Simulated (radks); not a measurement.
Question: The mean radii <r> (bohr) of the occupied orbitals of an atom or ion are listed with their occupations. Method: Dirac Kohn-Sham, relativistic LDA (MacDonald-Vosko exchange, VWN5 correlation), spin-unpolarised, spherical densities, finite nucleus; Fermi nuclear charge, rms radius of each element as measured or else 0.836 A^(1/3) + 0.57 fm; computed with a radial shooting solver on a logarithmic mesh with Libxc functionals.

orbital  occ.      <r>
1s1/2       2  0.01639
2s1/2       2  0.06736
2p1/2       2  0.05520
2p3/2       4  0.06359
3s1/2       1   0.1622

Name the element and its charge. Open shells, if any, fill j = l - 1/2 first.

Answer: Z = 81, thallium, charge +70: Tl70+ in [Ne] 3s1. The 1s radius gives Z: for a bare nucleus <r> = (2 gamma + 1)/(2Z) with gamma = sqrt(1 - (Z/c)^2), 0.01613 bohr for Z = 81, and screening makes it slightly larger (0.01639 here). The occupations add up to 11, and the charge is Z minus that.
